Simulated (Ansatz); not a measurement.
Saddle search on Si2PH9O, singlet by partitioned rational-function steps on PBE0-D4/def2-TZVP gradients (Ansatz 0.2.0), from this start:

Si1  (-0.752, 0.849, 0.085)
H2  (1.008, 0.364, -0.243)
O3  (-0.897, -0.486, 1.086)
Si4  (0.203, -1.524, 1.783)
H5  (-2.202, 1.090, -0.202)
H6  (-0.196, 2.098, 0.688)
H7  (1.380, 0.936, -1.250)
P8  (0.101, 1.044, -2.110)
H9  (1.182, -0.786, 2.639)
H10  (-0.565, -2.482, 2.627)
H11  (0.954, -2.285, 0.738)
H12  (-0.417, 1.510, -3.389)
H13  (0.201, -0.328, -2.453)
(Å)

```
step  energy less the last (meV)  largest force (eV/Å)  curvature followed (eV/Å²)
   1                        31.2                 0.445                       -8.68
   2                         4.2                 0.193                       -8.63
   3                         4.3                 0.168                       -8.63
   4                         4.8                 0.192                       -8.63
   5                         1.5                 0.071                       -8.68
   6                         0.5                 0.053                       -8.68
   7                         0.3                 0.054                       -8.68
   8                         0.1                 0.028                       -8.68
   9                         0.0                 0.015                       -8.76
```

The search ended at:

Si1  (-0.779, 0.860, 0.098)
H2  (1.017, 0.393, -0.165)
O3  (-0.922, -0.454, 1.084)
Si4  (0.197, -1.496, 1.695)
H5  (-2.220, 1.098, -0.204)
H6  (-0.237, 2.111, 0.688)
H7  (1.391, 0.973, -1.186)
P8  (0.122, 0.988, -2.033)
H9  (1.250, -0.782, 2.462)
H10  (-0.530, -2.418, 2.601)
H11  (0.838, -2.282, 0.608)
H12  (-0.415, 1.387, -3.318)
H13  (0.288, -0.377, -2.330)
(Å)
